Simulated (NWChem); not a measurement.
Molecule: BaHSCl; SMILES [SH][Ba][Cl]

```xyz
4

Ba    -0.5099    -0.0343     0.0000
Cl     0.8542    -2.4220     0.0000
S      0.8928     2.4925    -0.0001
H     -0.2547     3.2145     0.0029
```
Atoms are numbered in this order, from 1.

Computed with NWChem. All runs use the structure optimised with PBE0/def2-SVP. Not confirmed as a minimum by frequencies. def2 effective core potentials on Ba; no spin-orbit coupling. Ions are spin-unrestricted doublets at the neutral geometry; other ion states weren't tried.

Q: Estimate the computed values for PBE/def2-SVP. Quantities: vertical ionisation energy, ΔSCF (eV); −ε(HOMO) (eV).

A: 
```json
{
 "vertical ionisation energy, ΔSCF (eV)": "8.10",
 "−ε(HOMO) (eV)": "5.02"
}
```
